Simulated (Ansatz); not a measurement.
`[CH3][Al]([NH2])[CH]=O` + HBr → `[CH3][Al]([NH2])[Br]` + `C=O`  (ligand exchange at the Al–C bond)

Program: Ansatz. Geometries: PBE0-D4/def2-TZVP. ΔE: electronic, gas phase. CCSD(T)/CBS is the MP2 limit (def2-TZVPP, def2-QZVPP) plus CCSD(T) − MP2 in def2-TZVPP, frozen cores. This one scheme is used for every species. DFT in def2-TZVPP. For Br outer-core shells are correlated without core-valence functions, which leaves a few kJ/mol of doubt a bond. Scalar relativity is left out up to krypton. Each species was taken in one conformer, which may not be the lowest.

`[CH3][Al]([NH2])[CH]=O`:

Cartesian coordinates in Å:
```
C -1.048 1.407 -0.305
Al 0.100 -0.142 -0.066
N 0.719 -1.107 -1.413
C 0.655 -0.742 1.783
O 0.248 -0.127 2.746
H -1.311 1.575 -1.352
H -1.975 1.295 0.264
H -0.561 2.312 0.069
H 1.317 -1.913 -1.318
H 0.530 -0.936 -2.388
H 1.326 -1.621 1.980
```

HBr:

```xyz
2

Br   -0.132   -0.160   -0.679
H     0.132    0.160    0.679
```

`[CH3][Al]([NH2])[Br]`:

Cartesian coordinates in Å:
```
C -1.438 0.472 0.106
Al 0.446 0.266 -0.292
N 1.427 -1.080 0.275
Br 1.535 1.805 -1.553
H -2.024 0.542 -0.815
H -1.826 -0.363 0.694
H -1.617 1.394 0.667
H 1.089 -1.840 0.843
H 2.407 -1.196 0.076
```

`C=O`:

Z-matrix (Å, degrees):
```
C
O 1 1.195
H 1 1.109 2 122.0
H 1 1.109 2 122.0 3 -180.0
```

```tsv
level	ΔE (eV)
r2SCAN-D4	-1.96
ωB97X-V	-1.94
PBE	-1.83
MP2/def2-TZVPP	-2.03
```

**Question.** What does CCSD(T)/CBS give? (Best estimate.)

**Answer.** Ansatz gave: -1.96 eV. The listed levels differ from it by 0.00, 0.02, 0.13, -0.07 eV.

Largest T1 diagnostic among the species: 0.015.

From PBE to PBE0 (25 % exact exchange), in def2-TZVPP and without D4, ΔE moves by −0.11 eV. In def2-TZVPP, CCSD(T) changes the Hartree–Fock value by +0.21 eV (the triples alone add +0.03 eV) and MP2 by +0.11 eV.
